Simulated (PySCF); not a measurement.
# Working with the constants of HfBr⁺

PBEsol constants of HfBr⁺, ³Δ (triplet), unpaired electrons σ ↑, δ ↑ (basis Hf def2-TZVPPD with ECP60, Br def2-TZVPPD; scalar-relativistic core potentials; PySCF 2.14; masses 179.9465 and 78.9183 u):

* ωe: 301.0 cm⁻¹
* ωexe: 0.528 cm⁻¹
* Be: 0.054868 cm⁻¹
* αe: 0.000133 cm⁻¹
* D (centrifugal): 7.29e-09 cm⁻¹

Problem. Give the vibrational terms G(v) and spacings up to v = 6.

Solution. G(v) = ωe(v+½) − ωexe(v+½)².

```
v  G(v) (cm⁻¹)  G(v) − G(v−1)  Bv (cm⁻¹)
0        150.4                   0.05480
1        450.3          299.9    0.05467
2        749.2          298.9    0.05454
3       1047.0          297.8    0.05440
4       1343.8          296.8    0.05427
5       1639.5          295.7    0.05414
6       1934.2          294.7    0.05400
```

De is left out where the level can put another filling of the metal’s s and d shells below the measured ground configuration, by anything from nothing to about 1 eV. Spin–orbit coupling is left out, which matters for elements this heavy, above all for dissociation energies. With d or f electrons several states lie close, and the lowest PBE0 determinant need not be the measured ground state.
